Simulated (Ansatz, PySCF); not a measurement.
This Ansatz (a program for electronic structure) input computes a CAM-B3LYP/def2-TZVPD energy:

Ansatz 0.2 input:
```yaml
crystal:
  periodic: [false, false, false]
  atoms:
    - {symbol: Si, position_ang: [-0.35855426, -0.10157508, -0.14483880]}
    - {symbol: O, position_ang: [-0.54971084, -0.17916352, 1.36867792]}
    - {symbol: O, position_ang: [1.04414905, 0.31503848, -0.88421983]}
    - {symbol: H, position_ang: [1.06425394, 0.33505143, -1.84792149]}
basis:
  gaussian:
    orbitals: def2-TZVPD
hamiltonian:
  xc: {name: CAM-B3LYP}
magnetization: {spin_polarized: true, initial_magnetization: 1}
output: {forces: true}
```

**Question.** Write an input for the same energy in PySCF and say what it gives.

**Answer.** 
```python
from pyscf import gto, scf, dft

mol = gto.M(
    atom='''
    Si   -0.35855426   -0.10157508   -0.14483880
    O    -0.54971084   -0.17916352    1.36867792
    O     1.04414905    0.31503848   -0.88421983
    H     1.06425394    0.33505143   -1.84792149
    ''',
    basis='def2-tzvpd',
    charge=0,
    spin=1,
    verbose=4,
)

mf = dft.UKS(mol, xc='camb3lyp').density_fit(auxbasis='def2-universal-jkfit')
mf.grids.level = 3
mf.conv_tol = 1e-9
mf.max_cycle = 100
mf.max_memory = 1500
mf.kernel()
if not mf.converged:
    mf = mf.newton()
    mf.kernel(mf.make_rdm1())
for _ in range(2):
    mo, _, stable, _ = mf.stability(return_status=True)
    if stable:
        break
    mf.kernel(mf.make_rdm1(mo, mf.mo_occ))
mf.analyze()
```
It gives -440.59597 Eh, and Ansatz -440.59593 Eh, a difference of 0.04 mEh, from the treatment of integrals and grids.

It need not be the lowest isomer of its formula.
